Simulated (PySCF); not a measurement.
Isomers of C6H11BO2. Method: TDDFT CAM-B3LYP/def2-SVPD, vertical, gas phase, core orbitals frozen in the response (PySCF). Geometries: PBE0-D3(BJ)/def2-SVP; one conformer of each isolated species. Triplets are in the Tamm–Dancoff approximation.

A. `C=CC[C@@H]1CCOBO1`
B. `CC(C)C1=CO[BH2-][O+]=C1`
C. `C=C(C)[C@H]1CCOBO1`

Lowest singlet levels (six at most, fewer where fewer were computed) with oscillator strengths:

1. 178 nm (f 0.056); 172 nm (f 0.304); 161 nm (f 0.067); 159 nm (f 0.005); 156 nm (f 0.026); 155 nm (f 0.021); T1 4.33 eV
2. 327 nm (f 0.042); 250 nm (f 0.001); 222 nm (f 0.076); 191 nm (f 0.001); 185 nm (f 0.021); 183 nm (f 0.016); T1 2.57 eV
3. 169 nm (f 0.381); 167 nm (f 0.139); 158 nm (f 0.013); 157 nm (f 0.013); 155 nm (f 0.002); 154 nm (f 0.001); T1 4.34 eV

Question: Which spectrum belongs to which structure?

Answer: 1 = C, 2 = B, 3 = A.
- A: S1 at 7.32 eV, HOMO→LUMO (73%), HOMO→LUMO+3 (10%), HOMO→LUMO+1 (9%); Löwdin shares by element: HOMO carbon 82% or more (atoms not listed hold the other 18%); LUMO carbon 39% or more, boron 18% (atoms not listed hold the other 42%); HOMO -9.05 and LUMO 0.95 eV.
- B: S1 at 3.80 eV, HOMO→LUMO (97%); Löwdin shares by element: HOMO oxygen 32%, carbon 21% or more, boron 11% (atoms not listed hold the other 36%); LUMO carbon 50% or more, oxygen 29% (atoms not listed hold the other 20%); HOMO -8.30 and LUMO -1.26 eV.
- C: S1 at 6.96 eV, HOMO→LUMO (74%), HOMO→LUMO+2 (16%); Löwdin shares by element: HOMO carbon 82% or more (atoms not listed hold the other 18%); LUMO boron 22%, carbon 16% or more, hydrogen 8% or more (atoms not listed hold the other 54%); HOMO -8.61 and LUMO 0.95 eV.
